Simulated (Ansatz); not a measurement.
`[SiH3][O][SbH2]` → `[OH][SbH2]` + `[SiH2]`  (silylene loss)

Gas-phase electronic energies from Ansatz, PBE0-D4/def2-TZVP geometries. CCSD(T)/CBS is the MP2 limit (def2-TZVPP, def2-QZVPP) plus CCSD(T) − MP2 in def2-TZVPP, frozen cores. This one scheme is used for every species. DFT in def2-TZVPP. B3LYP here is the variant with VWN-RPA as its local correlation; programs differ in this. def2 core potentials past Kr. For Sb outer-core shells are correlated without core-valence functions, which leaves a few kJ/mol of doubt a bond.

`[SiH3][O][SbH2]`:

Cartesian coordinates in Å:
```
Si -1.268 -0.542 -0.276
O 0.225 -0.255 0.321
Sb 1.428 1.294 0.206
H -1.195 -1.395 -1.493
H -1.949 0.734 -0.644
H -2.078 -1.241 0.756
H 2.156 0.971 1.723
H 2.682 0.435 -0.593
```

`[OH][SbH2]`:

Z-matrix (Å, degrees):
```
Sb
O 1 1.974
H 1 1.713 2 94.3
H 1 1.713 2 94.3 3 90.9
H 2 0.960 1 109.6 3 134.5
```

`[SiH2]`:

Cartesian coordinates in Å:
```
Si -0.428 0.564 -0.071
H 0.486 -0.208 -1.017
H -0.058 -0.356 1.088
```

```json
{"level": "ωB97X-V", "ΔE (kJ/mol)": "343.8"}
{"level": "PBE-QIDH", "ΔE (kJ/mol)": "349.4"}
{"level": "B3LYP", "ΔE (kJ/mol)": "318.9"}
{"level": "MP2/CBS(def2)", "ΔE (kJ/mol)": "356.9"}
```

(1) What does CCSD(T)/CBS give? (An estimate is asked.)

Largest T1 diagnostic among the species: 0.014.

Results:

(1) Computed: +334.7 kJ/mol. The listed levels differ from it by 9.1, 14.7, -15.8, 22.2 kJ/mol.

The D4 term adds +12.5 kJ/mol with B3LYP and +6.7 kJ/mol with PBE0; it sums over pairs of atoms, weighted by their polarisabilities, and B3LYP, whose exchange is more repulsive, gets the larger term. From BLYP to BHLYP (50 % exact exchange), in def2-TZVPP and without D4, ΔE moves by +36.7 kJ/mol. Leaving LDA and LC-ωPBE aside and taking each functional with its dispersion term where it has one, the values, not all of them listed here, spread over 37.8 kJ/mol, from revPBE-D4 to r2SCAN0-D4. LDA lies +33.6 kJ/mol from PBE without D4.
